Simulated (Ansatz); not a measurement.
System: CH5BNO (charge 0, doublet). SMILES: CN[B]O
Coordinates optimised at B3LYP-D3(BJ)/def2-TZVP (Ansatz, a first-principles code):
```xyz
9

C     -1.2535     0.7756     0.4226
N     -0.6649    -0.5490     0.2376
B      0.6264    -0.8133    -0.2052
O      1.5179     0.1696    -0.5273
H     -1.5513     0.9366     1.4619
H     -0.5163     1.5301     0.1571
H     -2.1310     0.9131    -0.2144
H     -1.2718    -1.3198     0.4583
H      2.3705    -0.1612    -0.8175
```
Charge 0, spin multiplicity 2.

Property: enthalpy of formation at 298 K, in kcal/mol. Set-up: six Cartesian d functions in 6-31G* and its kin unless marked 5d; UHF or UKS for open shells; 6-311+G** with 5d; non-relativistic; spin-orbit terms left out; LANL2DZ all-electron up to Ne; no dispersion term unless named; frozen cores in correlated levels. CBS marks a two-point X^-3 extrapolation of the correlation energy; Hartree-Fock from the larger set. Ab initio and DFT rows: single points at B3LYP-D3(BJ) geometries (Ansatz), with unscaled harmonic terms from B3LYP/6-31G* (Ansatz) at its own minima, enthalpies of formation by atomisation with measured atoms.

Coupled cluster (Ansatz) is a level with limits of its own, used here on species with T1 under 0.025 (0.045 for open shells) and stable references: CCSD(T)/CBS(cc-pVTZ,cc-pVQZ).

Value to compare with, CCSD(T)/CBS(cc-pVTZ,cc-pVQZ) (Ansatz): -42.2 kcal/mol.

| level | program | enthalpy of formation at 298 K (kcal/mol) | difference |
|---|---|---|---|
| PBE/STO-3G | Ansatz | -175.8 | -133.6 |
| PBE/3-21G | Ansatz | -48.1 | -5.9 |
| PBE/LANL2DZ | Ansatz | -33.2 | 9.0 |
| PBE/6-31G* | Ansatz | -60.0 | -17.8 |
| PBE/def2-SVP | Ansatz | -72.6 | -30.4 |
| PBE/6-311+G** | Ansatz | -61.1 | -18.9 |
| PBE/def2-TZVPD | Ansatz | -65.5 | -23.3 |

Among the 6 habitual levels, PBE/STO-3G lies farthest from CCSD(T)/CBS(cc-pVTZ,cc-pVQZ) (Ansatz) (-133.6 kcal/mol) and PBE/3-21G nearest (-5.9); 1 of 6 lie above it, and their mean absolute difference is 35.9 kcal/mol, the median 18.4. One case shows no general order.

The sets are all those run for this method; left out are runs that failed, that the program found above a lower state of the same kind, or whose <S^2> lies over 0.5 above the pure value.
